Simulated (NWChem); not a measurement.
System: GeNH3F2; SMILES [F][GeH]([NH2])[F]

```xyz
7

Ge    -0.0218     0.3055    -0.0270
N      1.7106    -0.0995    -0.2522
F     -0.8432    -0.2391    -1.4436
F     -0.7810    -0.6171     1.2315
H     -0.2941     1.7811     0.2346
H      1.9240    -1.0663    -0.4796
H      2.3594     0.2545     0.4438
```
Atoms are numbered in this order, from 1.

Level: PBE0/def2-SVP (NWChem), optimised geometry, unscaled harmonic frequencies. 

| frequency (cm⁻¹) | IR intensity (km/mol) |
|---|---|
| 118 | 22.5 |
| 218 | 22.7 |
| 261 | 33.2 |
| 267 | 9.8 |
| 460 | 200.6 |
| 692 | 60.5 |
| 717 | 59.8 |
| 741 | 94.9 |
| 745 | 49.6 |
| 771 | 43.7 |
| 887 | 45.7 |
| 1538 | 34.7 |
| 2250 | 69.2 |
| 3593 | 38.4 |
| 3699 | 49.6 |

```yaml
zero_point_energy: 24.2 kcal/mol
thermal correction to the enthalpy at 298.15 K (with zero-point energy): 28.5 kcal/mol
heat capacity Cv: 18.9 cal/(mol K)
entropy at 298.15 K and 1 atm (symmetry number 1): 76.6 cal/(mol K)
dipole_moment: 3.04 D
```

Rigid rotor and harmonic oscillator.
